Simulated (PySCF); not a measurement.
PySCF 2.14 output of an unrestricted M06-2X calculation on a single atom or ion in ANO-RCC-VTZP, with scalar relativity by spin-free X2C-1e:

```
SCF conv_tol = 1e-09
number electrons alpha = 35  beta = 32
    Y. Zhao and D. G. Truhlar.,  Theor. Chem. Acc. 120, 215 (2008)
    Y. Zhao and D. G. Truhlar.,  Theor. Chem. Acc. 120, 215 (2008)
cycle= 1 E= -13086.5666435237  delta_E= -0.0214  |g|= 0.296  |ddm|= 0.184
cycle= 2 E= -13086.5468831762  delta_E= 0.0198  |g|= 0.561  |ddm|= 0.137
cycle= 3 E= -13086.5742922039  delta_E= -0.0274  |g|= 0.0152  |ddm|= 0.0929
cycle= 4 E= -13086.5743202181  delta_E= -2.8e-05  |g|= 0.00335  |ddm|= 0.00613
cycle= 5 E= -13086.5743228652  delta_E= -2.65e-06  |g|= 0.000549  |ddm|= 0.00269
cycle= 6 E= -13086.5743231256  delta_E= -2.6e-07  |g|= 0.000224  |ddm|= 0.0012
cycle= 7 E= -13086.5743231406  delta_E= -1.5e-08  |g|= 1.45e-05  |ddm|= 0.000259
cycle= 8 E= -13086.5743231408  delta_E= -2.73e-10  |g|= 2.11e-06  |ddm|= 3.82e-05
converged SCF energy = -13086.5743231408  <S^2> = 3.7542884  2S+1 = 4.0021436
```

The run itself started from symmetry-adapted Hartree-Fock orbitals and held the occupation by maximum overlap, on a logarithmic radial grid, so the iterations belong to that start.

**Question.** Which element, charge and spin multiplicity is this?

**Answer.** Er⁺ (erbium, charge +1), multiplicity 4; the state was [Xe] 4f12 6s1, one real determinant.

⟨L²⟩ = 24.03 against 30 for a pure H term, so this real determinant mixes terms. Spin-orbit coupling, absent here, splits the open shell strongly.
